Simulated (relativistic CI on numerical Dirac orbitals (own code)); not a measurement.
## Ligand-field terms of d3

Computed with a parametric ligand-field model of a d^n configuration (Racah B and C, spin-orbit zeta, crystal field), exact diagonalisation.

Field parameters in Wybourne normalisation: Oh B⁴₀ = 21Dq, B⁴₄ = √(5/14) B⁴₀. The field is a parameter set, without covalency.

B = 880 cm⁻¹, C = 3160 cm⁻¹ (C/B = 3.59), Oh, no spin-orbit coupling. Tanabe-Sugano data, E/B above the lowest term (Δ = |10Dq|; b, c mark the second and third term of a kind):

```csv
Δ/B,4A2,4T2,4T1,2E,2T1,2T2
1.0,0.00,1.00,1.79,15.66,15.74,16.12
3.0,0.00,3.00,5.29,16.49,16.97,18.56
5.0,0.00,5.00,8.68,16.89,17.63,20.66
7.0,0.00,7.00,11.92,17.14,18.01,22.31
9.0,0.00,9.00,15.00,17.32,18.27,23.48
11.0,0.00,11.00,17.92,17.47,18.45,24.34
13.0,0.00,13.00,20.68,17.60,18.59,25.03
15.0,0.00,15.00,23.29,17.71,18.70,25.62
17.0,0.00,17.00,25.79,17.80,18.79,26.13
19.0,0.00,19.00,28.19,17.89,18.87,26.58
21.0,0.00,21.00,30.51,17.97,18.93,26.97
23.0,0.00,23.00,32.78,18.04,18.99,27.33
25.0,0.00,25.00,35.00,18.11,19.04,27.65
27.0,0.00,27.00,37.18,18.17,19.08,27.94
29.0,0.00,29.00,39.34,18.22,19.12,28.20
31.0,0.00,31.00,41.47,18.28,19.15,28.44
33.0,0.00,33.00,43.58,18.32,19.18,28.65
35.0,0.00,35.00,45.68,18.37,19.21,28.85
37.0,0.00,37.00,47.77,18.41,19.24,29.03
39.0,0.00,39.00,49.84,18.45,19.26,29.20
41.0,0.00,41.00,51.91,18.49,19.28,29.35
43.0,0.00,43.00,53.97,18.53,19.30,29.49
45.0,0.00,45.00,56.03,18.56,19.32,29.63
47.0,0.00,47.00,58.08,18.59,19.34,29.75
```

The ground term stays 4A2.
